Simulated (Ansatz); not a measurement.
# Molecular dynamics of H10OSi4

Input:

```yaml
crystal:
  periodic: [false, false, false]
  atoms:
    - { symbol: Si, position_ang: [-0.016525, -0.065008, -0.036033] }
    - { symbol: O, position_ang: [0.099919, -0.2669, 1.690435] }
    - { symbol: H, position_ang: [-0.653393, -0.3537, 2.277627] }
    - { symbol: Si, position_ang: [2.244184, 0.056953, -0.69752] }
    - { symbol: H, position_ang: [2.973166, -1.17207, -0.275087] }
    - { symbol: H, position_ang: [2.309901, 0.165647, -2.186633] }
    - { symbol: H, position_ang: [2.898074, 1.257355, -0.103448] }
    - { symbol: Si, position_ang: [-1.191322, 1.930652, -0.558239] }
    - { symbol: H, position_ang: [-2.591391, 1.871992, -0.039169] }
    - { symbol: H, position_ang: [-0.514481, 3.121838, 0.031336] }
    - { symbol: H, position_ang: [-1.247816, 2.094265, -2.041737] }
    - { symbol: Si, position_ang: [-1.117224, -1.92994, -1.009091] }
    - { symbol: H, position_ang: [-2.451786, -2.139841, -0.370329] }
    - { symbol: H, position_ang: [-1.328386, -1.676297, -2.465754] }
    - { symbol: H, position_ang: [-0.313019, -3.176246, -0.851757] }
basis:
  gaussian: { orbitals: "6-31G" }
hamiltonian:
  xc: { name: BHLYP }
md:
  timestep: 0.25
  n_steps: 100
  ensemble: nve
  temperature: 300.0
  initial_velocities: maxwell_boltzmann
  seed: 364798
  masses: [{ species: H, mass: 3.016 }]
```

Run as:

```bash
$ ansatz run input.yaml --threads 1 --pin off --max-ram 2048MiB --backend cpu --events-out ev --progress --plain --runs-dir out
```

It starts from a relaxed structure.

Output, in part (one step line in 2, the closing report, with atoms numbered from 0):

```
md step     0: t =     0.00 fs  T =   300.0 K  F+E_penalty+E_count = -33713.43789684 eV  E_kin = 0.504114 eV  conserved = -33712.93378285 eV  (24 SCF iters)
md step     2: t =     0.50 fs  T =   297.0 K  F+E_penalty+E_count = -33713.43285521 eV  E_kin = 0.499083 eV  conserved = -33712.93377179 eV  (23 SCF iters)
md step     4: t =     1.00 fs  T =   288.4 K  F+E_penalty+E_count = -33713.41831259 eV  E_kin = 0.484564 eV  conserved = -33712.93374811 eV  (24 SCF iters)
md step     6: t =     1.50 fs  T =   274.9 K  F+E_penalty+E_count = -33713.39569916 eV  E_kin = 0.461984 eV  conserved = -33712.93371558 eV  (24 SCF iters)
md step     8: t =     2.00 fs  T =   257.9 K  F+E_penalty+E_count = -33713.36703243 eV  E_kin = 0.433354 eV  conserved = -33712.93367804 eV  (23 SCF iters)
md step    10: t =     2.50 fs  T =   238.7 K  F+E_penalty+E_count = -33713.33467657 eV  E_kin = 0.401038 eV  conserved = -33712.93363899 eV  (24 SCF iters)
md step    12: t =     3.00 fs  T =   218.7 K  F+E_penalty+E_count = -33713.30110648 eV  E_kin = 0.367505 eV  conserved = -33712.93360162 eV  (23 SCF iters)
md step    14: t =     3.50 fs  T =   199.4 K  F+E_penalty+E_count = -33713.26869233 eV  E_kin = 0.335124 eV  conserved = -33712.93356877 eV  (23 SCF iters)
md step    16: t =     4.00 fs  T =   182.1 K  F+E_penalty+E_count = -33713.23951349 eV  E_kin = 0.305970 eV  conserved = -33712.93354303 eV  (23 SCF iters)
md step    18: t =     4.50 fs  T =   167.6 K  F+E_penalty+E_count = -33713.21520724 eV  E_kin = 0.281681 eV  conserved = -33712.93352589 eV  (22 SCF iters)
md step    20: t =     5.00 fs  T =   156.7 K  F+E_penalty+E_count = -33713.19686347 eV  E_kin = 0.263345 eV  conserved = -33712.93351877 eV  (25 SCF iters)
md step    22: t =     5.50 fs  T =   149.6 K  F+E_penalty+E_count = -33713.18496931 eV  E_kin = 0.251449 eV  conserved = -33712.93352064 eV  (22 SCF iters)
md step    24: t =     6.00 fs  T =   146.3 K  F+E_penalty+E_count = -33713.17942221 eV  E_kin = 0.245892 eV  conserved = -33712.93353062 eV  (23 SCF iters)
md step    26: t =     6.50 fs  T =   146.4 K  F+E_penalty+E_count = -33713.17960845 eV  E_kin = 0.246062 eV  conserved = -33712.93354652 eV  (22 SCF iters)
md step    28: t =     7.00 fs  T =   149.4 K  F+E_penalty+E_count = -33713.18454971 eV  E_kin = 0.250985 eV  conserved = -33712.93356499 eV  (23 SCF iters)
md step    30: t =     7.50 fs  T =   154.4 K  F+E_penalty+E_count = -33713.19310006 eV  E_kin = 0.259517 eV  conserved = -33712.93358299 eV  (24 SCF iters)
md step    32: t =     8.00 fs  T =   161.0 K  F+E_penalty+E_count = -33713.20415571 eV  E_kin = 0.270559 eV  conserved = -33712.93359714 eV  (24 SCF iters)
md step    34: t =     8.50 fs  T =   168.6 K  F+E_penalty+E_count = -33713.21683428 eV  E_kin = 0.283228 eV  conserved = -33712.93360620 eV  (22 SCF iters)
md step    36: t =     9.00 fs  T =   176.7 K  F+E_penalty+E_count = -33713.23056531 eV  E_kin = 0.296954 eV  conserved = -33712.93361082 eV  (23 SCF iters)
md step    38: t =     9.50 fs  T =   185.3 K  F+E_penalty+E_count = -33713.24505711 eV  E_kin = 0.311444 eV  conserved = -33712.93361304 eV  (23 SCF iters)
md step    40: t =    10.00 fs  T =   194.3 K  F+E_penalty+E_count = -33713.26014014 eV  E_kin = 0.326523 eV  conserved = -33712.93361677 eV  (23 SCF iters)
md step    42: t =    10.50 fs  T =   203.5 K  F+E_penalty+E_count = -33713.27553227 eV  E_kin = 0.341905 eV  conserved = -33712.93362709 eV  (25 SCF iters)
md step    44: t =    11.00 fs  T =   212.4 K  F+E_penalty+E_count = -33713.29060977 eV  E_kin = 0.356966 eV  conserved = -33712.93364390 eV  (22 SCF iters)
md step    46: t =    11.50 fs  T =   220.6 K  F+E_penalty+E_count = -33713.30429750 eV  E_kin = 0.370630 eV  conserved = -33712.93366719 eV  (24 SCF iters)
md step    48: t =    12.00 fs  T =   227.0 K  F+E_penalty+E_count = -33713.31511867 eV  E_kin = 0.381425 eV  conserved = -33712.93369336 eV  (24 SCF iters)
md step    50: t =    12.50 fs  T =   230.7 K  F+E_penalty+E_count = -33713.32141532 eV  E_kin = 0.387698 eV  conserved = -33712.93371743 eV  (24 SCF iters)
md step    52: t =    13.00 fs  T =   230.9 K  F+E_penalty+E_count = -33713.32166580 eV  E_kin = 0.387932 eV  conserved = -33712.93373395 eV  (23 SCF iters)
md step    54: t =    13.50 fs  T =   226.8 K  F+E_penalty+E_count = -33713.31480551 eV  E_kin = 0.381066 eV  conserved = -33712.93373976 eV  (24 SCF iters)
md step    56: t =    14.00 fs  T =   218.2 K  F+E_penalty+E_count = -33713.30045950 eV  E_kin = 0.366727 eV  conserved = -33712.93373290 eV  (23 SCF iters)
md step    58: t =    14.50 fs  T =   205.5 K  F+E_penalty+E_count = -33713.27904701 eV  E_kin = 0.345333 eV  conserved = -33712.93371407 eV  (24 SCF iters)
md step    60: t =    15.00 fs  T =   189.3 K  F+E_penalty+E_count = -33713.25175048 eV  E_kin = 0.318065 eV  conserved = -33712.93368555 eV  (23 SCF iters)
md step    62: t =    15.50 fs  T =   170.6 K  F+E_penalty+E_count = -33713.22037979 eV  E_kin = 0.286730 eV  conserved = -33712.93365022 eV  (23 SCF iters)
md step    64: t =    16.00 fs  T =   150.9 K  F+E_penalty+E_count = -33713.18717266 eV  E_kin = 0.253560 eV  conserved = -33712.93361234 eV  (25 SCF iters)
md step    66: t =    16.50 fs  T =   131.5 K  F+E_penalty+E_count = -33713.15456357 eV  E_kin = 0.220988 eV  conserved = -33712.93357524 eV  (23 SCF iters)
md step    68: t =    17.00 fs  T =   113.9 K  F+E_penalty+E_count = -33713.12495344 eV  E_kin = 0.191412 eV  conserved = -33712.93354158 eV  (22 SCF iters)
md step    70: t =    17.50 fs  T =    99.4 K  F+E_penalty+E_count = -33713.10049679 eV  E_kin = 0.166982 eV  conserved = -33712.93351476 eV  (24 SCF iters)
md step    72: t =    18.00 fs  T =    88.9 K  F+E_penalty+E_count = -33713.08291428 eV  E_kin = 0.149417 eV  conserved = -33712.93349715 eV  (23 SCF iters)
md step    74: t =    18.50 fs  T =    83.2 K  F+E_penalty+E_count = -33713.07334521 eV  E_kin = 0.139855 eV  conserved = -33712.93348994 eV  (24 SCF iters)
md step    76: t =    19.00 fs  T =    82.6 K  F+E_penalty+E_count = -33713.07225026 eV  E_kin = 0.138756 eV  conserved = -33712.93349403 eV  (23 SCF iters)
md step    78: t =    19.50 fs  T =    86.8 K  F+E_penalty+E_count = -33713.07937321 eV  E_kin = 0.145864 eV  conserved = -33712.93350950 eV  (24 SCF iters)
md step    80: t =    20.00 fs  T =    95.4 K  F+E_penalty+E_count = -33713.09377169 eV  E_kin = 0.160238 eV  conserved = -33712.93353363 eV  (22 SCF iters)
md step    82: t =    20.50 fs  T =   107.3 K  F+E_penalty+E_count = -33713.11392960 eV  E_kin = 0.180366 eV  conserved = -33712.93356406 eV  (23 SCF iters)
md step    84: t =    21.00 fs  T =   121.6 K  F+E_penalty+E_count = -33713.13793795 eV  E_kin = 0.204341 eV  conserved = -33712.93359719 eV  (22 SCF iters)
md step    86: t =    21.50 fs  T =   136.9 K  F+E_penalty+E_count = -33713.16373434 eV  E_kin = 0.230105 eV  conserved = -33712.93362893 eV  (25 SCF iters)
md step    88: t =    22.00 fs  T =   152.2 K  F+E_penalty+E_count = -33713.18936414 eV  E_kin = 0.255710 eV  conserved = -33712.93365450 eV  (24 SCF iters)
md step    90: t =    22.50 fs  T =   166.4 K  F+E_penalty+E_count = -33713.21321921 eV  E_kin = 0.279547 eV  conserved = -33712.93367237 eV  (24 SCF iters)
md step    92: t =    23.00 fs  T =   178.8 K  F+E_penalty+E_count = -33713.23418730 eV  E_kin = 0.300506 eV  conserved = -33712.93368175 eV  (24 SCF iters)
md step    94: t =    23.50 fs  T =   189.2 K  F+E_penalty+E_count = -33713.25167677 eV  E_kin = 0.317993 eV  conserved = -33712.93368401 eV  (24 SCF iters)
md step    96: t =    24.00 fs  T =   197.5 K  F+E_penalty+E_count = -33713.26549874 eV  E_kin = 0.331815 eV  conserved = -33712.93368359 eV  (23 SCF iters)
md step    98: t =    24.50 fs  T =   203.5 K  F+E_penalty+E_count = -33713.27563917 eV  E_kin = 0.341955 eV  conserved = -33712.93368435 eV  (23 SCF iters)
md step   100: t =    25.00 fs  T =   207.3 K  F+E_penalty+E_count = -33713.28201303 eV  E_kin = 0.348324 eV  conserved = -33712.93368943 eV  (26 SCF iters)
Total energy: -33713.28224518 eV, -1238.9402708268 hartree
Atom 0 at    -0.042734    -0.064973    -0.062149 Å, force    -0.177485     0.299054    -0.374885 eV/Å
Atom 1 at     0.169605    -0.187327     1.670484 Å, force     1.088096     0.129501    -1.304580 eV/Å
Atom 2 at    -0.547102    -0.342333     2.244288 Å, force    -1.241824    -0.270915     1.191132 eV/Å
Atom 3 at     2.276826     0.037732    -0.698223 Å, force    -0.187510    -0.003677     0.224510 eV/Å
Atom 4 at     2.845781    -1.191584    -0.072131 Å, force     0.103953     0.026570    -0.047045 eV/Å
Atom 5 at     2.547242    -0.006721    -2.169495 Å, force    -0.172501     0.000797     0.048089 eV/Å
Atom 6 at     2.963227     1.247428    -0.132020 Å, force    -0.178026    -0.141866    -0.053414 eV/Å
Atom 7 at    -1.252523     1.997739    -0.515216 Å, force     0.331861    -0.099379    -0.046062 eV/Å
Atom 8 at    -2.667074     2.109917    -0.043364 Å, force     0.031454    -0.254791     0.063173 eV/Å
Atom 9 at    -0.496235     3.099217     0.156728 Å, force     0.008308    -0.009837    -0.054283 eV/Å
Atom 10 at    -1.268443     2.268206    -1.990104 Å, force     0.050967    -0.062502     0.068652 eV/Å
Atom 11 at    -1.130061    -2.012884    -1.038622 Å, force     0.318576     0.493935     0.291565 eV/Å
Atom 12 at    -2.478473    -2.291437    -0.487919 Å, force    -0.135588     0.025757     0.187348 eV/Å
Atom 13 at    -1.301222    -1.810615    -2.497503 Å, force     0.077634     0.083746    -0.187748 eV/Å
Atom 14 at    -0.256959    -3.184925    -0.803503 Å, force     0.082085    -0.216392    -0.006453 eV/Å
Dipole moment:    -0.309729    -0.094655    -0.095815 e Å
```

All steps were run. The conserved energy stayed within 0.02 meV per atom of its start (net change 0.0063 meV per atom), so the integration is sound. A run of 0.025 ps of so small a system gives no equilibrium averages. Limits of this set-up: no polarisation functions.

The same pairs are bonded in the first frame and the last. Pairs count as bonded within 1.25 times the sum of covalent radii (0.12 Å more for H–H).

Last frame:

```xyz
15
Properties=species:S:1:pos:R:3
Si -0.043 -0.065 -0.062
O 0.170 -0.187 1.671
H -0.547 -0.342 2.244
Si 2.277 0.038 -0.698
H 2.846 -1.192 -0.072
H 2.547 -0.007 -2.170
H 2.963 1.247 -0.132
Si -1.252 1.998 -0.515
H -2.667 2.110 -0.043
H -0.496 3.099 0.157
H -1.268 2.268 -1.990
Si -1.130 -2.013 -1.039
H -2.478 -2.291 -0.488
H -1.301 -1.811 -2.498
H -0.257 -3.185 -0.803
```

The run took 4.5 min on 1 thread of AMD EPYC 9R45 96-Core Processor (Zen 5), on a shared host, peak memory 0.22 GiB.
